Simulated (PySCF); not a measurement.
Compound: C₅H₄F₄O₂.
SMILES with atom numbers: `[F:1]/[CH:2]=[CH:3]/[O:4]/[CH:5]=[C:6](\[F:7])[O:8][CH:9]([F:10])[F:11]` (hydrogens: H12 on C2; H13 on C3; H14 on C5; H15 on C9)

The same species was optimised twice, with GFN2-xTB and with PBE0-D3(BJ)/def2-SVP (PySCF), and the same property calculations (PySCF, gas phase) were run on both structures.

```json
{"coordinate": "C6–F7 (Å)", "GFN2-xTB": "1.348", "PBE0-D3(BJ)/def2-SVP": "1.326", "change": "-0.022"}
{"coordinate": "C6–O8 (Å)", "GFN2-xTB": "1.363", "PBE0-D3(BJ)/def2-SVP": "1.347", "change": "-0.016"}
{"coordinate": "C9–F11 (Å)", "GFN2-xTB": "1.354", "PBE0-D3(BJ)/def2-SVP": "1.339", "change": "-0.015"}
{"coordinate": "F1–C2 (Å)", "GFN2-xTB": "1.340", "PBE0-D3(BJ)/def2-SVP": "1.330", "change": "-0.010"}
{"coordinate": "O8–C9 (Å)", "GFN2-xTB": "1.371", "PBE0-D3(BJ)/def2-SVP": "1.380", "change": "+0.009"}
{"coordinate": "C9–F10 (Å)", "GFN2-xTB": "1.332", "PBE0-D3(BJ)/def2-SVP": "1.325", "change": "-0.007"}
{"coordinate": "C2=C3 (Å)", "GFN2-xTB": "1.326", "PBE0-D3(BJ)/def2-SVP": "1.332", "change": "+0.006"}
{"coordinate": "C3–O4 (Å)", "GFN2-xTB": "1.359", "PBE0-D3(BJ)/def2-SVP": "1.355", "change": "-0.004"}
{"coordinate": "C5=C6 (Å)", "GFN2-xTB": "1.331", "PBE0-D3(BJ)/def2-SVP": "1.333", "change": "+0.002"}
{"coordinate": "O4–C5 (Å)", "GFN2-xTB": "1.351", "PBE0-D3(BJ)/def2-SVP": "1.348", "change": "-0.003"}
{"coordinate": "F10–C9–F11 (°)", "GFN2-xTB": "106.7", "PBE0-D3(BJ)/def2-SVP": "108.7", "change": "+2.0"}
{"coordinate": "O8–C9–F10 (°)", "GFN2-xTB": "107.8", "PBE0-D3(BJ)/def2-SVP": "106.6", "change": "-1.2"}
{"coordinate": "O4–C5–C6 (°)", "GFN2-xTB": "122.1", "PBE0-D3(BJ)/def2-SVP": "121.2", "change": "-0.9"}
{"coordinate": "O8–C9–F11 (°)", "GFN2-xTB": "110.4", "PBE0-D3(BJ)/def2-SVP": "109.7", "change": "-0.7"}
{"coordinate": "C3–O4–C5 (°)", "GFN2-xTB": "117.7", "PBE0-D3(BJ)/def2-SVP": "118.2", "change": "+0.5"}
{"coordinate": "C5–C6–O8 (°)", "GFN2-xTB": "123.2", "PBE0-D3(BJ)/def2-SVP": "122.7", "change": "-0.5"}
{"coordinate": "F1–C2–C3 (°)", "GFN2-xTB": "120.1", "PBE0-D3(BJ)/def2-SVP": "120.5", "change": "+0.4"}
{"coordinate": "F7–C6–O8 (°)", "GFN2-xTB": "113.7", "PBE0-D3(BJ)/def2-SVP": "114.1", "change": "+0.4"}
{"coordinate": "C2–C3–O4–C5 (°)", "GFN2-xTB": "178", "PBE0-D3(BJ)/def2-SVP": "177", "change": "-1"}
{"coordinate": "C3–O4–C5–C6 (°)", "GFN2-xTB": "178", "PBE0-D3(BJ)/def2-SVP": "-176", "change": "+6"}
{"coordinate": "C5–C6–O8–C9 (°)", "GFN2-xTB": "-128", "PBE0-D3(BJ)/def2-SVP": "-114", "change": "+14"}
{"coordinate": "C6–O8–C9–F10 (°)", "GFN2-xTB": "-166", "PBE0-D3(BJ)/def2-SVP": "-167", "change": "-1"}
```

Rotational constants: A = 3655, B = 333.3, C = 321.2 MHz (GFN2-xTB) against A = 3313, B = 349.6, C = 329.1 MHz (PBE0-D3(BJ)/def2-SVP). Point groups within 0.08 Å: C1 and C1.

On the GFN2-xTB structure: HOMO (eV) -6.56 [PBE0/pcSseg-1]; LUMO (eV) 0.13 [PBE0/pcSseg-1]; dipole (D) 0.40 [PBE0/pcSseg-1]; GIAO shielding of F1 (ppm) 358.9 [PBE0/pcSseg-1]; GIAO shielding of C2 (ppm) 35.0 [PBE0/pcSseg-1]; GIAO shielding of C3 (ppm) 41.8 [PBE0/pcSseg-1]; GIAO shielding of O4 (ppm) 228.7 [PBE0/pcSseg-1]; GIAO shielding of C5 (ppm) 62.3 [PBE0/pcSseg-1]; GIAO shielding of C6 (ppm) 28.9 [PBE0/pcSseg-1]; GIAO shielding of F7 (ppm) 293.5 [PBE0/pcSseg-1]; GIAO shielding of O8 (ppm) 172.6 [PBE0/pcSseg-1].

Problem. What do these properties become on the PBE0-D3(BJ)/def2-SVP structure?

Solution. 
| property | level | on GFN2-xTB | on PBE0-D3(BJ)/def2-SVP | change |
| --- | --- | --- | --- | --- |
| HOMO (eV) | PBE0/pcSseg-1 | -6.56 | -6.47 | +0.09 |
| LUMO (eV) | PBE0/pcSseg-1 | 0.13 | 0.17 | +0.04 |
| dipole (D) | PBE0/pcSseg-1 | 0.40 | 0.51 | +0.11 |
| energy, GFN2-xTB geometry as zero (kcal/mol) | PBE0/pcSseg-1 | 0.0 | -0.9 | -0.9 |
| GIAO shielding of F1 (ppm) | PBE0/pcSseg-1 | 358.9 | 360.2 | +1.3 |
| GIAO shielding of C2 (ppm) | PBE0/pcSseg-1 | 35.0 | 35.1 | +0.1 |
| GIAO shielding of C3 (ppm) | PBE0/pcSseg-1 | 41.8 | 41.5 | -0.3 |
| GIAO shielding of O4 (ppm) | PBE0/pcSseg-1 | 228.7 | 225.2 | -3.5 |
| GIAO shielding of C5 (ppm) | PBE0/pcSseg-1 | 62.3 | 60.3 | -2.0 |
| GIAO shielding of C6 (ppm) | PBE0/pcSseg-1 | 28.9 | 32.6 | +3.7 |
| GIAO shielding of F7 (ppm) | PBE0/pcSseg-1 | 293.5 | 292.7 | -0.8 |
| GIAO shielding of O8 (ppm) | PBE0/pcSseg-1 | 172.6 | 171.3 | -1.3 |

The heavy atoms differ by 0.164 Å rms after alignment. Among bonds between heavy atoms C6–F7 changes most (-0.022 Å). Changes are differences of the printed values. Neither structure is proved a minimum here.

Shape of the structure used: `[F:1]/[CH:2]=[CH:3]/[O:4]/[CH:5]=[C:6](\[F:7])[O:8][CH:9]([F:10])[F:11]`: C2–C3–O4–C5 177°, C3–O4–C5–C6 -176°, C5–C6–O8–C9 -114°, C6–O8–C9–F10 -167°.
